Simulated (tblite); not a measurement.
Compound: CH10AsSi3 (doublet state).
SMILES with atom numbers: `[CH3:1][AsH:2][SiH:3][SiH2:4][SiH3:5]` (hydrogens: H6, H7, H8 on C1; H9 on As2; H10 on Si3; H11, H12 on Si4; H13, H14, H15 on Si5)

Computed with GFN2-xTB (tblite), gas phase: L-BFGS steps from a force-field or distance-geometry start until the largest atomic force falls under 0.01 eV/Å.

Step 182: E = -400.5209 eV
```
atom  x, y, z in Å  |  force x, y, z in eV/Å
C1     -1.9239    0.8585    0.4820    0.042  -0.069   0.004
As2    -2.7066   -0.7766   -0.3016   -0.020   0.005   0.004
Si3    -0.8122   -1.3120   -1.6048    0.003  -0.017  -0.013
Si4     1.3908   -1.0203   -0.9206   -0.048   0.008  -0.013
Si5     2.0857    0.7101    0.4594    0.008  -0.017   0.015
H6     -2.6184    1.2950    1.1966   -0.028   0.032   0.030
H7     -0.9794    0.6696    0.9901    0.004   0.000   0.000
H8     -1.7504    1.5891   -0.3061   -0.012   0.054  -0.027
H9     -2.2746   -1.6742    0.8313    0.016  -0.015   0.009
H10    -1.0508   -0.4767   -2.8193    0.014   0.015  -0.004
H11     2.1932   -0.9614   -2.1536    0.032  -0.015  -0.038
H12     1.8032   -2.2936   -0.2966    0.002  -0.014   0.031
H13     1.5514    1.9916   -0.0128    0.003   0.030  -0.017
H14     3.5339    0.8737    0.6066   -0.010   0.018  -0.002
H15     1.5536    0.5349    1.8161   -0.006  -0.015   0.022
```

Step 183: E = -400.5215 eV
```
atom  x, y, z in Å  |  force x, y, z in eV/Å
C1     -1.9280    0.8564    0.4819    0.035  -0.024  -0.044
As2    -2.7063   -0.7794   -0.3012   -0.021  -0.011   0.008
Si3    -0.8104   -1.3051   -1.6067    0.010  -0.022  -0.009
Si4     1.3940   -1.0250   -0.9187   -0.058   0.010  -0.021
Si5     2.0891    0.7100    0.4555   -0.001   0.002  -0.008
H6     -2.6224    1.2889    1.1987   -0.022   0.033   0.041
H7     -0.9801    0.6719    0.9837    0.014  -0.001   0.017
H8     -1.7618    1.5902   -0.3069   -0.017   0.028   0.000
H9     -2.2707   -1.6751    0.8328    0.015  -0.014  -0.004
H10    -1.0452   -0.4533   -2.8109    0.014   0.012  -0.002
H11     2.1955   -0.9782   -2.1527    0.036  -0.011  -0.036
H12     1.8015   -2.2962   -0.2874   -0.003  -0.013   0.030
H13     1.5493    1.9917   -0.0134    0.012   0.011  -0.019
H14     3.5364    0.8782    0.6024   -0.008   0.018   0.000
H15     1.5545    0.5330    1.8096   -0.007  -0.018   0.047
```

Step 184: E = -400.5223 eV
```
atom  x, y, z in Å  |  force x, y, z in eV/Å
C1     -1.9228    0.8528    0.4802    0.024   0.009  -0.051
As2    -2.7039   -0.7837   -0.2958   -0.016  -0.021  -0.001
Si3    -0.8115   -1.3006   -1.6129    0.015  -0.015   0.001
Si4     1.3937   -1.0282   -0.9190   -0.065   0.013  -0.038
Si5     2.0850    0.7116    0.4512   -0.013   0.021  -0.022
H6     -2.6152    1.2888    1.1972   -0.014   0.020   0.053
H7     -0.9722    0.6705    0.9775    0.010  -0.001   0.025
H8     -1.7611    1.5865   -0.3099   -0.011   0.016  -0.007
H9     -2.2578   -1.6788    0.8346    0.015  -0.014  -0.006
H10    -1.0454   -0.4255   -2.8011    0.016   0.006  -0.002
H11     2.1976   -0.9985   -2.1526    0.035  -0.004  -0.026
H12     1.7950   -2.2948   -0.2752   -0.008  -0.018   0.030
H13     1.5409    1.9948   -0.0126    0.023  -0.011  -0.020
H14     3.5309    0.8852    0.6043   -0.009   0.017   0.000
H15     1.5423    0.5277    1.8008   -0.002  -0.018   0.063
```

Problem. Estimate the geometry and energy of step 185. (The exact step hangs on the optimiser's Hessian estimate; all steps are aligned on step 184, rigid shifts and turns removed.)

Solution. E = -400.5229 eV, largest force 0.078 eV/Å
```
atom  x, y, z in Å  |  force x, y, z in eV/Å
C1     -1.9242    0.8505    0.4784   -0.010   0.061  -0.048
As2    -2.7032   -0.7887   -0.2918   -0.006  -0.030  -0.015
Si3    -0.8116   -1.2970   -1.6173    0.005  -0.005   0.007
Si4     1.3931   -1.0304   -0.9203   -0.043   0.011  -0.038
Si5     2.0861    0.7126    0.4471   -0.019   0.016  -0.018
H6     -2.6168    1.2869    1.1965    0.004   0.000   0.043
H7     -0.9723    0.6726    0.9736    0.020   0.001   0.027
H8     -1.7690    1.5869   -0.3120   -0.005  -0.015   0.004
H9     -2.2469   -1.6824    0.8357    0.015  -0.011  -0.007
H10    -1.0422   -0.4019   -2.7919    0.014   0.001  -0.001
H11     2.2016   -1.0167   -2.1522    0.026   0.003  -0.012
H12     1.7890   -2.2936   -0.2649   -0.015  -0.012   0.025
H13     1.5400    1.9970   -0.0125    0.025  -0.020  -0.021
H14     3.5318    0.8899    0.6030   -0.019   0.013  -0.001
H15     1.5399    0.5221    1.7954    0.008  -0.011   0.052
```

The energy changes by -0.0006 eV. The first-order estimate −F·Δx gives -0.0009 eV and the mean of the old and new forces, exact on a quadratic surface, -0.0006 eV. The step makes an angle of 82° with the force vector and moves no atom by more than 0.026 Å.

What follows is the cost of the whole relaxation. Hardware: one thread, Arm Neoverse V2 (aarch64), no GPU, shared host with 192 logical CPUs at a one-minute load of 38. Cost: 1.5 s.
